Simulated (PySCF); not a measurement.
Ligands exchanged one at a time, Al OH-I. All species are isolated molecules in the gas phase. One relaxed conformer stands for each flexible species; it need not be the lowest. Strings in code marks are SMILES.

The T1 excitation (TDA) from two functionals at the same geometries (B3LYP-D3(BJ)/def2-TZVP), both in PySCF: PBE-D3(BJ)/def2-TZVP and B3LYP-D3(BJ)/def2-TZVP. B3LYP has the VWN-RPA correlation part, as in Gaussian. Excitations are Tamm–Dancoff values on a coarser integration grid. The basis has no diffuse functions, so Rydberg states are missing or too high.

| species | PBE-D3(BJ)/def2-TZVP (eV) |
|---|---|
| 0 of 3 OH replaced by I | 5.80 |
| 1 of 3 OH replaced by I (`[OH][Al]([OH])[I]` (H–O–Al–I torsion 0°, I–Al–O–H torsion 0°)) | 4.81 |
| 2 of 3 OH replaced by I | 4.25 |
| 3 of 3 OH replaced by I (`[I][Al]([I])[I]`) | 3.76 |

### Question
What does B3LYP-D3(BJ)/def2-TZVP give for each?

### Answer

- 0 of 3 OH replaced by I: 6.41
- 1 of 3 OH replaced by I (`[OH][Al]([OH])[I]` (H–O–Al–I torsion 0°, I–Al–O–H torsion 0°)): 5.15
- 2 of 3 OH replaced by I: 4.59
- 3 of 3 OH replaced by I (`[I][Al]([I])[I]`): 4.11
Over these rows, drawn at random from the members with no instability flagged (it was tested for open shells, ions and some series alone), PBE minus B3LYP-D3(BJ): mean -0.41 eV, from -0.61 eV to -0.33 eV.
